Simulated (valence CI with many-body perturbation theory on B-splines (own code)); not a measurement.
## E1 transitions of Br29+

Calculated by valence CI with perturbative core correlation (CI+MBPT): four valence electrons over a frozen Dirac-Fock core [He], radial functions for each j: 11 s, 11 p, 10 d, 8 f, 5 g, 2 h, with the one-electron correlation potential Σ1, the two-electron term Σ2, the three-electron term Σ3, Breit, model QED; selected CI, second order for the rest, scaled by the run's own slope (own B-spline code, finite nucleus).

The last digits are not significant, and no measured levels were compared; by estimate large intervals hold to a few tenths of a per cent, small ones and those within an open d or f shell to about a per cent. Among the levels kept, up to 1100 cm⁻¹ of a level comes from second order outside the variational space, and about a tenth of that is noise between levels of different J, which matters for small intervals.

Lines 101 to 150 of 548 in falling wavelength, among levels below 2282.4 eV, chosen from the strongest by gf and those to the six lowest levels. Wavelengths and rates use the calculated energies. Electric multipoles are in the length gauge with retardation, E1 and E2 with the static RPA response of the core. Weak lines are less certain than strong ones. Lines between different terms over intervals too small for the method are left out, as are lines whose strength nearly cancels. Where a level lies close to another of its J and parity, the split of strength between their lines is uncertain. The highest levels of a list are the least certain.

Levels are named by their leading jj configuration (3d3/2^4 stands for four electrons in 3d with j = 3/2), which in mixed levels can hold well under half, so a name can repeat and another be missing. Letters in brackets count levels of one name in rising energy.

| λ vac (Å) | Upper | Lower | A (s⁻¹) | S (a.u.) |
| --- | --- | --- | --- | --- |
| 250.7 | (2s 2p1/2 2p3/2 3d3/2) J=3 [c] | (2s 2p1/2 2p3/2 3p1/2) J=2 [c] | 4.47e+09 | 2.43e-01 |
| 249.9 | (2s 2p1/2 2p3/2 3d3/2) J=2 [c] | (2s 2p1/2 2p3/2 3p1/2) J=1 [b] | 2.50e+09 | 9.65e-02 |
| 246.9 | (2s 2p3/2^2 3d3/2) J=4 | (2s 2p3/2^2 3p1/2) J=3 | 5.03e+09 | 3.36e-01 |
| 245.9 | (2s 2p1/2 2p3/2 3d3/2) J=2 [a] | (2s 2p1/2 2p3/2 3p1/2) J=1 [a] | 1.84e+09 | 6.75e-02 |
| 245.3 | (2s 2p1/2 2p3/2 3d3/2) J=1 [a] | (2s 2p1/2 2p3/2 3p1/2) J=1 [a] | 3.48e+09 | 7.60e-02 |
| 243.4 | (2s^2 2p1/2 3d3/2) J=2 | (2s^2 2p1/2 3p1/2) J=1 | 4.45e+09 | 1.58e-01 |
| 240.2 | (2s 2p1/2^2 3p3/2) J=2 | (2s 2p1/2^2 3s) J=1 | 7.19e+09 | 2.46e-01 |
| 239.5 | (2s 2p3/2^2 3p3/2) J=2 [b] | (2s 2p3/2^2 3s) J=1 [a] | 4.72e+09 | 1.60e-01 |
| 239.4 | (2s 2p1/2 2p3/2 3p3/2) J=2 [c] | (2s 2p1/2 2p3/2 3s) J=1 [b] | 3.56e+09 | 1.20e-01 |
| 238.2 | (2s^2 2p1/2 3p3/2) J=1 | (2s^2 2p1/2 3s) J=0 | 4.52e+09 | 9.05e-02 |
| 238.1 | (2s^2 2p1/2 3p3/2) J=2 | (2s^2 2p1/2 3s) J=1 | 7.05e+09 | 2.35e-01 |
| 235.6 | (2s 2p1/2 2p3/2 3p3/2) J=1 [d] | (2s 2p1/2 2p3/2 3s) J=0 | 4.51e+09 | 8.73e-02 |
| 233.5 | (2s 2p3/2^2 3p3/2) J=2 [c] | (2s 2p3/2^2 3s) J=1 [b] | 5.43e+09 | 1.71e-01 |
| 232.2 | (2s 2p3/2^2 3p3/2) J=2 [a] | (2s 2p3/2^2 3s) J=2 [a] | 3.75e+09 | 1.16e-01 |
| 224.0 | (2s^2 2p3/2 3p3/2) J=2 | (2s^2 2p3/2 3s) J=1 | 5.64e+09 | 1.57e-01 |
| 219.7 | (2p1/2^2 2p3/2 3p3/2) J=2 | (2p1/2^2 2p3/2 3s) J=2 | 2.94e+09 | 7.69e-02 |
| 215.9 | (2s 2p1/2 2p3/2 3p3/2) J=1 [c] | (2s 2p1/2 2p3/2 3s) J=1 [b] | 7.54e+09 | 1.12e-01 |
| 211.8 | (2s 2p1/2 2p3/2 3p3/2) J=2 [a] | (2s 2p1/2 2p3/2 3s) J=2 [a] | 2.97e+09 | 6.96e-02 |
| 210.3 | (2p1/2 2p3/2^2 3p3/2) J=2 [b] | (2p1/2 2p3/2^2 3s) J=2 [b] | 1.07e+10 | 2.46e-01 |
| 206.3 | (2p1/2 2p3/2^2 3p3/2) J=1 [b] | (2p1/2 2p3/2^2 3s) J=1 [a] | 5.48e+09 | 7.13e-02 |
| 205.7 | (2s 2p1/2 2p3/2 3p3/2) J=3 [b] | (2s 2p1/2 2p3/2 3s) J=3 | 3.99e+09 | 1.20e-01 |
| 197.3 | (2s 2p3/2^2 3p3/2) J=1 [c] | (2s 2p3/2^2 3s) J=1 [b] | 9.92e+09 | 1.13e-01 |
| 196.2 | (2s 2p3/2^2 3p3/2) J=2 [a] | (2s 2p3/2^2 3s) J=3 | 3.69e+09 | 6.88e-02 |
| 180.4 | (2s^2 2p3/2 3p3/2) J=0 | (2s^2 2p3/2 3s) J=1 | 1.88e+10 | 5.43e-02 |
| 154.6 | (2p1/2 2p3/2^2 3p1/2) J=3 | (2s 2p3/2^2 3p1/2) J=2 [b] | 5.10e+09 | 6.51e-02 |
| 139.3 | (2p1/2 2p3/2^2 3s) J=3 | (2s 2p3/2^2 3s) J=2 [b] | 9.35e+09 | 8.73e-02 |
| 139.1 | (2p1/2 2p3/2^2 3p3/2) J=4 | (2s 2p3/2^2 3p3/2) J=3 [b] | 3.36e+09 | 4.02e-02 |
| 135.5 | (2s 2p1/2^2 2p3/2) J=2 | (2s^2 2p1/2 2p3/2) J=1 | 9.29e+08 | 5.70e-03 |
| 122.0 | (2s 2p1/2 2p3/2^2) J=3 | (2s^2 2p3/2^2) J=2 | 3.35e+09 | 2.10e-02 |
| 117.0 | (2p1/2 2p3/2^3) J=2 | (2s 2p3/2^3) J=1 | 8.11e+09 | 3.20e-02 |
| 103.9 | (2p1/2 2p3/2^2 3p3/2) J=2 [a] | (2s 2p3/2^2 3p3/2) J=3 [a] | 1.01e+10 | 2.79e-02 |
| 103.3 | (2p1/2 2p3/2^2 3p3/2) J=3 [a] | (2s 2p3/2^2 3p3/2) J=4 | 9.40e+09 | 3.58e-02 |
| 101.5 | (2p1/2 2p3/2^2 3p1/2) J=3 | (2s 2p3/2^2 3p1/2) J=3 | 1.28e+10 | 4.63e-02 |
| 100.5 | (2s 2p1/2 2p3/2^2) J=1 [b] | (2s^2 2p3/2^2) J=0 | 2.66e+09 | 4.00e-03 |
| 100.0 | (2p1/2 2p3/2^2 3s) J=2 [a] | (2s 2p3/2^2 3s) J=3 | 1.20e+10 | 2.97e-02 |
| 98.98 | (2s 2p1/2^2 2p3/2) J=1 | (2s^2 2p1/2 2p3/2) J=2 | 2.47e+09 | 3.54e-03 |
| 95.25 | (2p1/2 2p3/2^2 3s) J=2 [b] | (2s 2p3/2^2 3s) J=2 [a] | 2.09e+10 | 4.45e-02 |
| 94.73 | (2p1/2 2p3/2^2 3p3/2) J=3 [b] | (2s 2p3/2^2 3p3/2) J=3 [a] | 1.52e+10 | 4.47e-02 |
| 94.34 | (2p1/2 2p3/2^2 3p3/2) J=4 | (2s 2p3/2^2 3p3/2) J=4 | 1.90e+10 | 7.07e-02 |
| 94.00 | (2p1/2 2p3/2^2 3p3/2) J=3 [a] | (2s 2p1/2 2p3/2 3p3/2) J=2 [d] | 9.20e+09 | 2.64e-02 |
| 92.79 | (2p1/2^2 2p3/2 3d5/2) J=3 | (2s 2p1/2 2p3/2 3d5/2) J=4 [b] | 1.90e+10 | 5.24e-02 |
| 91.72 | (2p1/2 2p3/2^2 3s) J=2 [a] | (2s 2p1/2 2p3/2 3s) J=1 [c] | 2.53e+10 | 4.82e-02 |
| 91.44 | (2p1/2^2 2p3/2 3p3/2) J=2 | (2s 2p1/2 2p3/2 3p3/2) J=3 [b] | 2.08e+10 | 3.93e-02 |
| 91.33 | (2p1/2 2p3/2^2 3s) J=3 | (2s 2p3/2^2 3s) J=3 | 1.97e+10 | 5.19e-02 |
| 90.98 | (2p1/2^2 2p3/2 3p1/2) J=2 | (2s 2p1/2 2p3/2 3p1/2) J=3 | 2.12e+10 | 3.93e-02 |
| 90.83 | (2p1/2^2 2p3/2 3s) J=1 | (2s 2p1/2 2p3/2 3s) J=2 [b] | 2.58e+10 | 2.86e-02 |
| 90.71 | (2p1/2 2p3/2^3) J=2 | (2s 2p3/2^3) J=2 | 4.15e+10 | 7.64e-02 |
| 90.68 | (2p1/2^2 2p3/2 3d3/2) J=3 | (2s 2p1/2 2p3/2 3d3/2) J=4 | 2.21e+10 | 5.68e-02 |
| 90.56 | (2p1/2^2 2p3/2 3p3/2) J=3 | (2s 2p1/2 2p3/2 3p3/2) J=4 | 2.17e+10 | 5.56e-02 |
| 89.66 | (2p1/2^2 2p3/2 3d5/2) J=4 | (2s 2p1/2 2p3/2 3d5/2) J=5 | 2.73e+10 | 8.73e-02 |
